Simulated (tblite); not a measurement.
Species: C5H13FN2Si.
Cartesian coordinates in Å at the GFN2-xTB level; atoms count from 1:
```xyz
22
C5H13FN2Si angstrom
C     -0.3770   -1.8104   -1.1500
C     -0.1417   -0.5617   -0.2910
C     -1.4553   -0.2384    0.4576
C     -1.4501    1.0849    1.2100
F     -1.8477    2.1183    0.3908
C      0.3246    0.6140   -1.1720
N      1.3024    1.3701   -0.4211
Si     2.1372    0.4121    0.7318
N      0.9379   -0.8049    0.6372
H     -0.7549   -2.6269   -0.5378
H     -1.0978   -1.6018   -1.9366
H      0.5597   -2.1245   -1.6032
H     -2.2806   -0.2252   -0.2568
H     -1.6422   -1.0406    1.1749
H     -2.1664    1.0720    2.0390
H     -0.4509    1.3364    1.5735
H     -0.5179    1.2570   -1.4407
H      0.7554    0.2169   -2.1020
H      1.7162    2.1235   -0.9423
H      3.4447   -0.1444    0.3581
H      2.2099    1.1507    1.9966
H      0.7841   -1.5576    1.2831
```

Computed values, GFN2-xTB/tblite, gas phase, harmonic and unscaled. This tight-binding method is rough: wavenumbers can miss measured ones by several per cent, in bad cases by 10 to 20. Modes of hydrogen on silicon can be 10 to 20 % off. One conformer, not necessarily the lowest.

Harmonic wavenumbers (cm⁻¹): 49.8, 75.0, 111.4, 165.9, 221.6, 232.2, 284.9, 299.5, 338.7, 363.6, 416.2, 436.8, 462.2, 492.0, 529.3, 568.5, 582.6, 682.5, 782.4, 837.1, 856.6, 872.4, 901.8, 927.6, 973.1, 982.6, 1017.3, 1026.4, 1087.4, 1113.6, 1131.6, 1148.4, 1163.3, 1206.3, 1228.5, 1245.8, 1269.7, 1315.6, 1327.9, 1344.9, 1375.5, 1400.9, 1433.3, 1458.0, 1491.9, 1498.2, 1507.1, 2172.9, 2226.6, 2857.8, 2933.2, 2953.7, 2973.5, 2975.5, 2990.4, 3023.8, 3034.6, 3041.5, 3496.0, 3513.4.

A = 1720, B = 1212, C = 945.2 MHz; mass 148.083 u (most abundant isotopes); point group C1, symmetry number 1.

Q: Zero-point energy?

A: Half the sum of the wavenumbers: 39215 cm⁻¹ = 112.12 kcal/mol.

Q: Give the ideal-gas entropy at 273.15 K and 1 bar in the rigid-rotor, harmonic-oscillator model (classical rotation).

A: Translation 40.48, rotation 29.22, vibration 27.70: S = 97.4 cal/(mol K).

Q: And Cp and H(273.15 K) − H(0)?

A: Cp = 40.27 cal/(mol K), of which vibrations give 32.32 (their classical limit is 60 R = 119.2); H(273.15 K) − H(0) = 6.38 kcal/mol without the zero-point energy, 4.21 from vibrations.

Q: Which modes carry the vibrational entropy at 273.15 K?

A: 49.8 cm⁻¹: 4.65; 75.0 cm⁻¹: 3.85; 111.4 cm⁻¹: 3.07; 165.9 cm⁻¹: 2.32; 221.6 cm⁻¹: 1.79; 232.2 cm⁻¹: 1.71 cal/(mol K); the other 54 give 10.32 together.

Q: How do the functions run with temperature in this model?

A: 
| T (K) | S (cal/(mol K)) | Cp (cal/(mol K)) | H − H(0) (kcal/mol) | G − H(0) (kcal/mol) | ln q(vib) |
| --- | --- | --- | --- | --- | --- |
| 150 | 78.3 | 25.0 | 2.36 | -9.38 | 2.79 |
| 250 | 94.0 | 37.4 | 5.48 | -18.01 | 5.53 |
| 298.15 | 101.1 | 43.4 | 7.43 | -22.70 | 6.90 |
| 400 | 115.5 | 55.4 | 12.47 | -33.74 | 9.85 |
| 600 | 141.7 | 73.9 | 25.52 | -59.52 | 15.70 |
| 900 | 175.3 | 91.4 | 50.55 | -107.24 | 24.12 |

q(vib) and H(0) count from the zero-point level.

Q: What must be added to the electronic energy to get the Gibbs energy at 273.15 K and 1 bar?

A: ZPE + [H(273.15 K) − H(0)] − T·S = 112.12 + 6.38 − 26.61 = 91.89 kcal/mol.

Hindered rotation and anharmonicity are outside this model. Other conformers, if any are populated, would add a mixing term that is left out. The structure is chiral; the term R ln 2 for an equal mix with its mirror image is left out.
